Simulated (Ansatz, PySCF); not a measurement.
System: BiF2 (charge +1, singlet). SMILES: [F][Bi+][F]
Geometry from a B3LYP-D3(BJ)/def2-TZVP (Ansatz, a program for electronic structure) optimisation:
```
Bi
F 1 1.9511
F 1 1.9511 2 95.60
```
Charge +1, spin multiplicity 1.

Property: vertical triplet-singlet gap, E(triplet) - E(singlet), in eV. Terms: six Cartesian d functions in 6-31G* and its kin unless marked 5d; each state is the SCF solution reached for its charge and spin; def2 sets with scalar-relativistic core potentials past Kr; LANL2DZ with its own core potentials from Na on; dispersion terms only where a functional's name holds one; valence correlation only (noble-gas shells and the d and f shells of earlier blocks); open shells spin-unrestricted; spin-orbit terms left out. First-principles rows: single points at B3LYP-D3(BJ) geometries (Ansatz). The spin state of an ion or metal species was assumed, not searched. Levels can end on unlike triplets.

```
level                                    program  vertical triplet-singlet gap, E(triplet) - E(singlet) (eV)
---------------------------------------  -------  ----------------------------------------------------------
HF/6-31G* with LANL2DZ past Ar            Ansatz                                                        3.44
PBE/6-31G* with LANL2DZ past Ar           Ansatz                                                        3.90
B3LYP/6-31G* with LANL2DZ past Ar         Ansatz                                                        3.96
M06-2X/6-31G* with LANL2DZ past Ar (5d)    PySCF                                                        4.33
MP2/6-31G* with LANL2DZ past Ar           Ansatz                                                        5.36
wB97X-V/def2-TZVPD                        Ansatz                                                        4.48
```

No value to compare with is used here. The 5 habitual levels span 3.44 (HF/6-31G* with LANL2DZ past Ar) to 5.36 eV (MP2/6-31G* with LANL2DZ past Ar); wB97X-V/def2-TZVPD gives 4.48.

The levels are drawn from those run, B3LYP/6-31G* more often than the rest, none by its result; runs whose electronic state is in doubt are left out.
